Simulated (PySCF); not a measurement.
**CoH₃⁻: from structure and modes to constants**

Method: UPBE0/[Co def2-TZVPD, H def2-TZVPD], no relativity, density fitting, PySCF.

The quartet minimum has C3v symmetry. Masses (u): Co 58.93320, H 1.00782.

```xyz
4
charge -1 multiplicity 4, angstrom
Co    0.0000    0.0000   -0.0060
H     1.6533    0.0000    0.1178
H    -0.8266    1.4318    0.1178
H    -0.8267   -1.4318    0.1178
```

Harmonic wavenumbers (cm⁻¹): 477.6 (a1, ×1), 498.0 (e, ×2), 1448.8 (e, ×2), 1515.8 (a1, ×1).

**Question.** What is the harmonic zero-point energy?

**Answer.** Half the sum of all 6 wavenumbers, 5887/2 = 2943 cm⁻¹, which is 35.2 kJ/mol (1 cm⁻¹ = 0.0119627 kJ/mol).

**Question.** Find the vibrational entropy and heat capacity at 298.15 K.

**Answer.** With u = 1.43878 ω/T, each mode gives S = R[u/(eᵘ−1) − ln(1−e⁻ᵘ)] and C = R u² eᵘ/(eᵘ−1)².
```
   ω (cm⁻¹)      u  S (J/(mol K))  C (J/(mol K))
      477.6  2.305           3.00           5.44
 498.0 (×2)  2.403           2.77           5.25
1448.8 (×2)  6.991           0.06           0.37
     1515.8  7.315           0.05           0.30
```
The sums over all modes are S = 8.7 and C = 17.0 J/(mol K); the softest mode gives 34 % of the entropy (each member, where degenerate).

**Question.** Give the standard entropy (298.15 K, 1 bar) by its translational, rotational, vibrational and spin parts, and Cp.

**Answer.** Sackur–Tetrode with M = 61.96 u gives 160.3; rotation with symmetry number 3 gives 60.1; vibration 8.7; spin R ln 4 = 11.5. The total is 240.6 J/(mol K), and Cp = 4 R + 17.0 = 50.2 J/(mol K).

This need not be the most stable arrangement of these atoms. Other spin states or occupations of the open shell can lie lower. The lowest empty level of this anion is unbound, so it and the gap depend on the basis.
